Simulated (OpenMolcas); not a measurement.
## Kr2+: effect of the basis set

```json
{"Program": "OpenMolcas 26.06", "Method": "CASSCF", "Active space": "6 electrons in 8 orbitals (4s 4p 5s 5p)", "State averaging": "2S+1 = 3 even, 3 roots; 2S+1 = 1 even, 6 roots; 2S+1 = 3 odd, 3 roots; 2S+1 = 1 odd, 3 roots", "Spin-orbit coupling": "state interaction with AMFI integrals over the reference wave functions, term energies averaged over their components"}
```

A. ANO-RCC-VTZP [6s5p3d1f], DKH2, point nucleus; cost about 29 core-seconds
B. ANO-RCC-VQZP [7s6p4d2f1g], DKH2, point nucleus; cost of the order of 22 core-seconds
C. ANO-R2 [6s5p4d3f1g], X2C, finite nucleus; cost of the order of 40 core-seconds
D. ANO-RCC [9s8p6d4f2g], DKH2, point nucleus; cost about 40 core-seconds

Energies in cm-1 above 4s2 4p4 3P2, the measured ground level; measured values from Saloman, J. Phys. Chem. Ref. Data 36, 215 (2007).

| Level | A | B | C | D | Measured |
| --- | --- | --- | --- | --- | --- |
| 4s2 4p4 3P2 | 0.0 | 0.0 | 0.0 | 0.0 | 0.0 |
| 4s2 4p4 3P1 | 4013 | 4057 | 4016 | 4050 | 4548 |
| 4s2 4p4 3P0 | 4766 | 4802 | 4768 | 4796 | 5313 |
| 4s2 4p4 1D2 | 16893 | 16903 | 16904 | 16900 | 14644 |
| 4s2 4p4 1S0 | 31019 | 31014 | 31107 | 31007 | 33080 |

Deviations, from unrounded energies. A percentage is the sum of absolute deviations over the sum of measured energies, with the sign that they share, or ± where signs differ.

```csv
Against measurement,Levels,A,B,C,D
mean absolute deviation (cm-1),4,1300,1300,1300,1300
fine structure of the ground term (%),2,-11.0,-10.2,-10.9,-10.3
other terms of the ground configuration (%),2,±9.0,±9.1,±8.9,±9.1
```

A, B, C, D lie about equally close to measurement. The largest miss of C in the table is 4s2 4p4 1D2, by +2300 cm-1. The ranking rests on the paired levels alone, and a cruder setting can come out closer through cancelling errors.

Among A to D the level of the table that moves most is 4s2 4p4 1S0, by 100 cm-1 (lowest in D, highest in C).

Active for correlation alone: 5p 5s; no level in the range computed is led by a configuration that fills them, so any true level of that kind is missing. Measured partners are found by configuration, term and J. A level has none where our copy of the source lacks it or the pairing is in doubt (some pairs that miss far off the trend of their configuration count as doubtful), and it then counts in no deviation. Only configurations of the active space appear. The table leaves out levels that lie high or whose names do not pair safely across all columns.
